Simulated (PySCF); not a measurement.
Ga(Cl)2(OMe) (CH₃Cl₂GaO), SMILES C[O][Ga]([Cl])[Cl].

Geometry optimised at PBE-D3(BJ)/def2-SVP. The structure was generated by enumeration; whether it is a known compound was not checked. Other conformers were not sampled.

These are PBE0/def2-TZVP (PySCF) values and carry that method's errors.

Symmetry labels are those of the subgroup Cs that the program uses (full group Cs).

### Question
List the valence orbital energies around the gap with their symmetry. (The exact figures need the calculation; the answer reports its results.)

### Answer

```
orbital  symmetry  energy (eV)
-------  --------  -----------
HOMO−7         A'       -12.17
HOMO−6         A'       -10.81
HOMO−5         A"       -10.00
HOMO−4         A'        -9.72
HOMO−3         A"        -9.54
HOMO−2         A'        -9.38
HOMO−1         A'        -8.95
HOMO           A"        -8.48
LUMO           A'        -1.74
LUMO+1         A"        -1.00
LUMO+2         A'         1.38
LUMO+3         A'         1.68
```
